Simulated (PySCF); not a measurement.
SMILES O=Cc1ccc(O)s1 (C₅H₄O₂S), singlet (GFN2-xTB optimised geometry):

```
12

O      2.549    -2.067     0.001
C      1.342    -2.123     0.001
C      0.446    -1.001     0.000
C     -0.930    -1.001     0.000
C     -1.496     0.278     0.000
C     -0.544     1.266     0.000
O     -0.795     2.580     0.000
S      1.067     0.631     0.000
H      0.807    -3.095     0.001
H     -1.507    -1.907     0.000
H     -2.549     0.485     0.000
H      0.021     3.095     0.001
```

Calculation: PBE0/def2-TZVP (PySCF).

**Question.** What are the frontier orbital energies and the dipole moment?

**Answer.** HOMO-2 -7.88 eV, HOMO-1 -7.44 eV, HOMO -6.76 eV, LUMO -1.77 eV, LUMO+1 -0.43 eV; dipole moment 3.50 D.

On the same geometry PySCF 2.14.0 with PBE/def2-TZVP gives HOMO-2 -6.77 eV, HOMO-1 -5.77 eV, HOMO -5.75 eV, LUMO -2.57 eV, LUMO+1 -1.42 eV; dipole moment 3.60 D.

Meta-Löwdin charges at PBE0/def2-TZVP: O1 -0.43, C2 0.25, C3 -0.19, C4 -0.10, C5 -0.21, C6 0.12, O7 -0.43, S8 0.26, H9 0.08, H10 0.14, H11 0.14, H12 0.36.
